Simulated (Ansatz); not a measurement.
Consider the ligand exchange at a B–N bond: `BNC(=N)F` + `Cl[SiH]1N[SiH2]1` → `BN1[SiH2][SiH]1Cl` + `N=C(N)F`.

Gas-phase electronic energies from Ansatz, PBE0-D4/def2-TZVP geometries. CBS: MP2 limit from def2 TZ/QZ plus the TZ coupled-cluster correction, frozen cores. Functionals use def2-TZVPP. Each species was taken in one conformer, which may not be the lowest.

```tsv
level	ΔE (kJ/mol)
ωB97X-V	7.4
MP2/def2-TZVPP	5.7
SCS-MP2/def2-TZVPP	6.3
SCS-MP2/def2-QZVPP	6.8
```

(1) What does CCSD(T)/CBS give? (An estimate is asked.)

Largest T1 diagnostic among the species: 0.014.

Results:

(1) The calculation gave: +9.3 kJ/mol. The listed levels differ from it by -1.9, -3.6, -3.0, -2.5 kJ/mol.

Leaving LDA and LC-ωPBE aside and taking each functional with its dispersion term where it has one, the values, not all of them listed here, spread over 5.5 kJ/mol, from BLYP-D4 to ωB97M-V. LDA lies +3.4 kJ/mol from PBE without D4.
